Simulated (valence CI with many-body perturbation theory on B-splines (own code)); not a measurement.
Forbidden lines of Re35+

Level of theory: relativistic CI+MBPT: four valence electrons over a frozen Dirac-Fock core [Kr], a basis of 9 s, 9 p, 10 d, 8 f, 5 g, 3 h, 1 i functions for each j, with the one-electron correlation potential Σ1, the two-electron term Σ2, the three-electron term Σ3, Breit, model QED; selected CI, second order for the rest (own B-spline code, finite nucleus).

The last digits are not significant, and no measured levels were compared; by estimate large intervals hold to a few tenths of a per cent, small ones and those within an open d or f shell to about a per cent. Only levels of the ground parity were solved; by the run's estimate the other parity begins above the list, which can be wrong where configurations are misplaced.

Lines 51 to 100 of 120 in falling wavelength, among levels below 781000 cm⁻¹, chosen from the decays that carry over 1 % of a level's rate. Wavelengths and rates use the calculated energies. Electric multipoles are in the length gauge, E1 and E2 with the static RPA response of the core. Weak lines are less certain than strong ones. Lines between different terms over intervals too small for the method are left out, as are lines whose strength nearly cancels. The highest levels of a list are the least certain. Branching is blank where the lifetime is uncertain.

Levels are named by their leading jj configuration (3d3/2^4 stands for four electrons in 3d with j = 3/2), which in mixed levels can hold well under half, so a name can repeat and another be missing. Letters in brackets count levels of one name in rising energy.

| λ vac (nm) | Upper | Lower | Type | A (s⁻¹) | Branch % |
| --- | --- | --- | --- | --- | --- |
| 63.69 | (4d3/2^2 4d5/2^2) J=4 [b] | (4d3/2^3 4d5/2) J=3 | M1 | 1.17e+04 | 91.9 |
| 63.62 | (4d3/2 4d5/2^3) J=2 [a] | (4d3/2^2 4d5/2^2) J=2 [b] | M1 | 2.97e+04 | 23.0 |
| 63.38 | (4d3/2 4d5/2^3) J=3 [a] | (4d3/2^2 4d5/2^2) J=3 [a] | M1 | 5.55e+04 | 36.4 |
| 62.53 | (4d3/2 4d5/2^3) J=4 [a] | (4d3/2^2 4d5/2^2) J=4 [a] | M1 | 9.31e+04 | 70.1 |
| 62.24 | (4d3/2 4d5/2^3) J=4 [b] | (4d3/2^2 4d5/2^2) J=4 [c] | M1 | 2.57e+04 | 25.4 |
| 62.22 | (4d3/2^2 4d5/2^2) J=2 [b] | (4d3/2^3 4d5/2) J=3 | M1 | 2.51e+02 | 1.4 |
| 62.05 | (4d3/2^2 4d5/2^2) J=2 [a] | (4d3/2^3 4d5/2) J=1 | M1 | 8.37e+04 | 81.9 |
| 61.87 | (4d3/2 4d5/2^3) J=5 | (4d3/2^2 4d5/2^2) J=5 | M1 | 2.08e+04 | 28.2 |
| 61.59 | (4d3/2 4d5/2^3) J=2 [a] | (4d3/2^2 4d5/2^2) J=3 [b] | M1 | 3.72e+04 | 28.8 |
| 61.14 | (4d3/2 4d5/2^3) J=3 [b] | (4d3/2^2 4d5/2^2) J=2 [b] | M1 | 1.65e+04 | 17.6 |
| 61.03 | (4d5/2^4) J=4 | (4d3/2 4d5/2^3) J=5 | M1 | 2.57e+04 | 12.3 |
| 60.44 | (4d5/2^4) J=2 | (4d3/2 4d5/2^3) J=3 [b] | M1 | 1.69e+04 | 7.9 |
| 60.31 | (4d3/2 4d5/2^3) J=6 | (4d3/2^2 4d5/2^2) J=5 | M1 | 3.51e+04 | 54.8 |
| 59.84 | (4d3/2^2 4d5/2^2) J=3 [b] | (4d3/2^3 4d5/2) J=2 | M1 | 1.56e+03 |  |
| 59.79 | (4d3/2 4d5/2^3) J=3 [b] | (4d3/2^2 4d5/2^2) J=4 [b] | M1 | 1.22e+04 | 13.0 |
| 59.78 | (4d3/2 4d5/2^3) J=3 [a] | (4d3/2^2 4d5/2^2) J=2 [a] | M1 | 8.49e+04 | 55.7 |
| 59.70 | (4d3/2 4d5/2^3) J=1 [b] | (4d3/2^2 4d5/2^2) J=2 [c] | M1 | 3.30e+04 | 28.4 |
| 59.59 | (4d3/2 4d5/2^3) J=3 [c] | (4d3/2^2 4d5/2^2) J=2 [c] | M1 | 2.31e+04 | 30.0 |
| 59.26 | (4d3/2 4d5/2^3) J=3 [b] | (4d3/2^2 4d5/2^2) J=3 [b] | M1 | 3.53e+04 | 37.7 |
| 58.97 | (4d3/2^2 4d5/2^2) J=3 [b] | (4d3/2^3 4d5/2) J=4 | M1 | 3.29e+04 |  |
| 58.78 | (4d3/2^3 4d5/2) J=2 | (4d3/2^4) J=0 | E2 | 3.23e+01 | 2.0 |
| 58.45 | (4d3/2^2 4d5/2^2) J=4 [b] | (4d3/2^3 4d5/2) J=4 | M1 | 4.14e+02 | 3.2 |
| 58.19 | (4d5/2^4) J=2 | (4d3/2 4d5/2^3) J=2 [a] | M1 | 5.41e+04 | 25.2 |
| 58.04 | (4d3/2^2 4d5/2^2) J=2 [b] | (4d3/2^3 4d5/2) J=2 | M1 | 1.32e+04 | 72.7 |
| 56.85 | (4d3/2 4d5/2^3) J=2 [a] | (4d3/2^2 4d5/2^2) J=1 | M1 | 1.76e+04 | 13.7 |
| 55.16 | (4d3/2 4d5/2^3) J=5 | (4d3/2^2 4d5/2^2) J=4 [a] | M1 | 1.20e+04 | 16.3 |
| 54.75 | (4d3/2 4d5/2^3) J=1 [a] | (4d3/2^2 4d5/2^2) J=2 [a] | M1 | 7.66e+04 | 38.9 |
| 54.60 | (4d5/2^4) J=4 | (4d3/2 4d5/2^3) J=3 [a] | M1 | 6.60e+04 | 31.7 |
| 54.52 | (4d3/2 4d5/2^3) J=2 [b] | (4d3/2^2 4d5/2^2) J=2 [c] | M1 | 3.48e+04 | 40.6 |
| 53.99 | (4d5/2^4) J=4 | (4d3/2 4d5/2^3) J=4 [a] | M1 | 1.01e+05 | 48.4 |
| 53.32 | (4d3/2 4d5/2^3) J=1 [a] | (4d3/2^2 4d5/2^2) J=0 [a] | M1 | 7.27e+04 | 37.0 |
| 50.09 | (4d3/2^2 4d5/2^2) J=2 [c] | (4d3/2^3 4d5/2) J=3 | M1 | 6.80e+04 | 74.8 |
| 49.89 | (4d5/2^4) J=2 | (4d3/2 4d5/2^3) J=1 [a] | M1 | 7.68e+04 | 35.8 |
| 49.57 | (4d3/2 4d5/2^3) J=2 [a] | (4d3/2^2 4d5/2^2) J=3 [a] | M1 | 3.58e+04 | 27.7 |
| 48.44 | (4d3/2 4d5/2^3) J=1 [b] | (4d3/2^2 4d5/2^2) J=2 [b] | M1 | 2.58e+03 | 2.2 |
| 48.04 | (4d3/2 4d5/2^3) J=3 [b] | (4d3/2^2 4d5/2^2) J=3 [a] | M1 | 1.07e+04 | 11.4 |
| 47.55 | (4d3/2 4d5/2^3) J=0 | (4d3/2^2 4d5/2^2) J=1 | M1 | 5.67e+04 | 88.0 |
| 47.52 | (4d3/2 4d5/2^3) J=3 [c] | (4d3/2^2 4d5/2^2) J=4 [b] | M1 | 3.72e+03 | 4.8 |
| 47.34 | (4d3/2^2 4d5/2^2) J=2 [c] | (4d3/2^3 4d5/2) J=2 | M1 | 2.09e+04 | 22.9 |
| 47.10 | (4d3/2^2 4d5/2^2) J=4 [c] | (4d3/2^3 4d5/2) J=3 | M1 | 2.24e+04 | 80.5 |
| 47.09 | (4d3/2 4d5/2^3) J=3 [b] | (4d3/2^2 4d5/2^2) J=4 [a] | M1 | 1.26e+04 | 13.4 |
| 46.46 | (4d3/2^2 4d5/2^2) J=2 [b] | (4d3/2^3 4d5/2) J=1 | M1 | 3.66e+03 | 20.2 |
| 46.34 | (4d5/2^4) J=2 | (4d3/2 4d5/2^3) J=3 [a] | M1 | 5.48e+04 | 25.5 |
| 45.98 | (4d3/2 4d5/2^3) J=4 [b] | (4d3/2^2 4d5/2^2) J=3 [b] | M1 | 2.64e+04 | 26.1 |
| 45.94 | (4d3/2 4d5/2^3) J=3 [b] | (4d3/2^2 4d5/2^2) J=2 [a] | M1 | 2.35e+03 | 2.5 |
| 44.97 | (4d3/2 4d5/2^3) J=2 [b] | (4d3/2^2 4d5/2^2) J=2 [b] | M1 | 2.83e+03 | 3.3 |
| 44.41 | (4d3/2 4d5/2^3) J=1 [b] | (4d3/2^2 4d5/2^2) J=1 | M1 | 1.70e+04 | 14.6 |
| 43.95 | (4d3/2 4d5/2^3) J=2 [b] | (4d3/2^2 4d5/2^2) J=3 [b] | M1 | 9.03e+03 | 10.5 |
| 41.48 | (4d3/2 4d5/2^3) J=2 [b] | (4d3/2^2 4d5/2^2) J=1 | M1 | 1.67e+04 | 19.5 |
| 41.42 | (4d3/2 4d5/2^3) J=4 [b] | (4d3/2^2 4d5/2^2) J=5 | M1 | 3.55e+04 | 35.1 |
